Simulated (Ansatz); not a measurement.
Computed with Ansatz on PBE0-D4/def2-TZVP structures; ΔE is electronic, products minus reactants. CCSD(T)/CBS is the MP2 limit (def2-TZVPP, def2-QZVPP) plus CCSD(T) − MP2 in def2-TZVPP, frozen cores. This one scheme is used for every species. Functionals use def2-TZVPP. B3LYP here is the variant with VWN-RPA as its local correlation; programs differ in this. One conformer a species, not always the lowest.

`OCCC[SiH3]` + H₂S → `OCCCS` + SiH₄  (substitution at a C–Si bond)

```json
{"level": "B3LYP-D4", "ΔE (kJ/mol)": "39.9", "difference from CCSD(T)/CBS": "-1.0"}
{"level": "ωB97M-V", "ΔE (kJ/mol)": "42.4", "difference from CCSD(T)/CBS": "1.5"}
{"level": "B2PLYP", "ΔE (kJ/mol)": "37.0", "difference from CCSD(T)/CBS": "-3.9"}
{"level": "PBE", "ΔE (kJ/mol)": "35.8", "difference from CCSD(T)/CBS": "-5.1"}
{"level": "B3LYP", "ΔE (kJ/mol)": "34.7", "difference from CCSD(T)/CBS": "-6.2"}
{"level": "HF/def2-TZVPP", "ΔE (kJ/mol)": "32.3", "difference from CCSD(T)/CBS": "-8.6"}
{"level": "MP2/def2-TZVPP", "ΔE (kJ/mol)": "41.2", "difference from CCSD(T)/CBS": "0.3"}
{"level": "CCSD(T)/def2-TZVPP", "ΔE (kJ/mol)": "40.7", "difference from CCSD(T)/CBS": "-0.2"}
{"level": "HF/CBS(def2)", "ΔE (kJ/mol)": "32.3", "difference from CCSD(T)/CBS": "-8.6"}
{"level": "CCSD/CBS(def2)", "ΔE (kJ/mol)": "41.2", "difference from CCSD(T)/CBS": "0.3"}
{"level": "CCSD(T)/CBS", "ΔE (kJ/mol)": "40.9", "difference from CCSD(T)/CBS": "0"}
```

Largest T1 diagnostic among the species: 0.011.

In def2-TZVPP, CCSD(T) changes the Hartree–Fock value by +8.4 kJ/mol (the triples alone add −0.4 kJ/mol) and MP2 by +8.9 kJ/mol. The D4 term adds +5.2 kJ/mol with B3LYP and +3.0 kJ/mol with PBE0; it sums over pairs of atoms, weighted by their polarisabilities, and B3LYP, whose exchange is more repulsive, gets the larger term.
